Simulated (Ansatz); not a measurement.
Ansatz (a program for electronic structure) input (RI-MP2/cc-pV(T+d)Z):
A basis named .json is the Basis Set Exchange file of that set.

Ansatz 0.2 input:
```yaml
crystal:
  periodic: [false, false, false]
  atoms:
    - {symbol: Si, position_ang: [2.84117435, 0.95569913, 0.76888613]}
    - {symbol: O, position_ang: [1.22137183, 0.64625160, 0.71854542]}
    - {symbol: Si, position_ang: [0.00652186, -0.04051223, -0.06949566]}
    - {symbol: Cl, position_ang: [-0.15414344, 0.77227800, -1.94176738]}
    - {symbol: Cl, position_ang: [0.35790247, -2.04717292, -0.27395074]}
    - {symbol: O, position_ang: [-1.35534925, 0.19265303, 0.74264559]}
    - {symbol: Si, position_ang: [-2.98644841, -0.04727276, 0.80793958]}
    - {symbol: H, position_ang: [3.24028995, 1.68879787, -0.45102991]}
    - {symbol: H, position_ang: [3.09460273, 1.77840575, 1.96774886]}
    - {symbol: H, position_ang: [3.58254819, -0.32005300, 0.85545582]}
    - {symbol: H, position_ang: [-3.47245679, 0.57331413, 2.05569084]}
    - {symbol: H, position_ang: [-3.62412761, 0.58853329, -0.36411702]}
    - {symbol: H, position_ang: [-3.27041011, -1.49781967, 0.81131036]}
basis:
  gaussian:
    orbitals: cc-pV_T+d_Z.json
    fitting: {mean_field: def2-universal-jkfit, correlation: cc-pVTZ-RIFIT.json}
magnetization: {spin_polarized: false}
correlation: {method: mp2, electrons: outside_noble_gas}
```

Output:

```
Functional definition: HF
integrals: 0.66 GiB planned
902 factors; integrals over basis functions are off by at most 1.4e0 eV
0.87 GiB of device memory are held for the factors and their scratch space
mean field: 2.02 GiB planned
mean field evaluation 1: about -52771.6328 eV, gradient 4.9e1 eV
mean field evaluation 2: about -52774.8756 eV, gradient 3.1e1 eV
mean field evaluation 4: about -52776.4050 eV, gradient 9.3e-1 eV
mean field -52776.40854787 eV, -1939.4972409997 hartree, gradient 1.2e-6 eV, S^2 0.000000; 0 other end points of the search recorded, 0 dependent functions left out
27 core orbitals not correlated
952 factors; their error is unknown
reference -52776.40854787 eV, -1939.4972409997 hartree; 22, 22 occupied and 290, 290 virtual orbitals, 952 factors
second order -32.64041537 eV of doubles, -0.00000000 eV of singles
Total energy: -52809.04896324 eV, -1940.6967541401 hartree
```
